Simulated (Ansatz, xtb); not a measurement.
# Isomers of BGeHO in order of energy

4 gas-phase structures of BGeHO, found in a search over its isomers (lower ones may exist). Each was relaxed with GFN2-xTB:

A. `O[B]=[Ge]`, a triplet
B. `O=[B][GeH]`, a singlet
C. a triplet given by its coordinates
D. `[BH]1[O][Ge]1`, a singlet

C (Å):

```xyz
4

B    -1.3246   -0.9633   -2.5579
Ge   -0.3540   -2.8415   -2.2985
O    -2.2550   -1.7934   -2.3943
H    -1.0459    0.1426   -2.7415
```

Close contacts (Å): B1–Ge2 2.13, B1–O3 1.26, Ge2–O3 2.17, B1–H4 1.16.

Problem. Make a reasoned guess at their ranking by r2SCAN-D4/def2-SVP single-point energy.

Solution. Calculated order at r2SCAN-D4/def2-SVP: B (0.0), D (3.3), C (16.4), A (20.4) kcal/mol.

Energies above the lowest of each column, in kcal/mol; the last columns are at PBE0-D3(BJ)/pcseg-1 geometries and were run for some of them only (a dash: not run or not comparable):

```csv
structure,GFN2-xTB,HF/STO-3G,r2SCAN-D4/def2-SVP,PBE0-D3(BJ)/pcseg-1,CCSD(T)/def2-TZVPP
B,0.3,0.0,0.0,0.0,0.0
D,0.0,3.3,3.3,5.2,3.4
C,–,32.0,16.4,19.2,22.8
A,–,45.5,20.4,–,–
```

Every level run on B puts it lowest or level with the lowest. Flexible structures stand in one conformer each, not always the lowest. Frequencies (PBE0-D3(BJ)/pcseg-1) were run for B, C, D alone. GFN2-xTB has no spin polarisation and isn't compared across spin states. Open shells are spin-unrestricted.

Programs: Ansatz 0.2.0, xtb 6.7.1.
